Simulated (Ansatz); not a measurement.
Basis-set series for CH₇AlO₂Si (`C[SiH](O)[AlH][OH]`). Charge 0, multiplicity 1. Geometry: relaxed with PBE0-D4/def2-TZVP. It is one conformer, not always the lowest.

| functional | basis | functions | energy (Eh) | HOMO (eV) | LUMO (eV) |
| --- | --- | --- | --- | --- | --- |
| PBE0-D4 | def2-TZVPP | 275 | -724.45099 | -6.99 | -1.37 |
| PBE0-D4 | def2-QZVPP | 521 | -724.48020 | -7.02 | -1.43 |
| ωB97M-V | def2-TZVPP | 275 | -724.78011 | -9.01 | 0.25 |
| ωB97M-V | def2-QZVPP | 521 | -724.80817 | -9.04 | 0.05 |

**Question.** Give the rows for def2-SVP. (An estimate is asked.)

**Answer.** Computed: 
```tsv
functional	basis	functions	energy (Eh)	HOMO (eV)	LUMO (eV)
PBE0-D4	def2-SVP	113	-724.01896	-6.89	-1.19
ωB97M-V	def2-SVP	113	-724.34049	-8.88	0.53
```

Positive LUMOs are unbound and depend on the basis.
